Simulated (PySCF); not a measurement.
**Core-level binding energies of `FC(F)(F)OBBr`**

CHBBrF3O.
SMILES with atom numbers: `[F:1][C:2]([F:3])([F:4])[O:5][BH:6][Br:7]`

Structure used (PBE0-D3(BJ)/def2-SVP), in Å, numbered top down from 1:
```
atom  x, y, z in Å
F1    -0.7121    0.7252   -1.3712
C2    -0.4911    0.5021   -0.0818
F3    -0.6605    1.6443    0.5727
F4    -1.3719   -0.3716    0.3555
O5     0.7537   -0.0012    0.1214
B6     1.8728    0.6930   -0.2288
Br7    3.5441   -0.1307    0.1107
H8     1.8160    1.7784   -0.7371
```

Computed with delta-SCF UKS SCAN, pcX-2 on the ionised atom, pcseg-1 elsewhere, spin-free X2C in PySCF. These are vertical core ionisation energies against the vacuum level, from separate self-consistent calculations with and without the core hole.

Question: List the computed XPS lines with their assignment.

Answer: 
```
 atom(s)              environment  level  binding energy (eV)  count
F1/F3/F4  fluorine of a CF3 group   F 1s               694.85      3
      C2               CF3 carbon   C 1s               300.58      1
      O5       boron-bound oxygen   O 1s               540.87      1
      B6   three-coordinate boron   B 1s               198.89      1
```

Question: Which photon energy gives electrons from B 1s of B6 a kinetic energy of 50 eV, and what is their de Broglie wavelength?

Answer: hν = 198.89 + 50 = 248.89 eV, recoil neglected; λ = 12.264 Å/√(E/eV) = 1.73 Å.

Question: Express the binding energy of B 1s of B6 in atomic units and per mole.

Answer: 198.89 eV = 7.3091 Eh = 19190 kJ/mol.

One atom of each set of topologically equivalent atoms was ionised and stands for the set; in this conformer not all members are related by symmetry, and their own values weren't computed. No level of bromine is listed. One conformer (not necessarily the lowest) at the PBE0-D3(BJ)/def2-SVP geometry, without solvent, vibrations or thermal averaging.
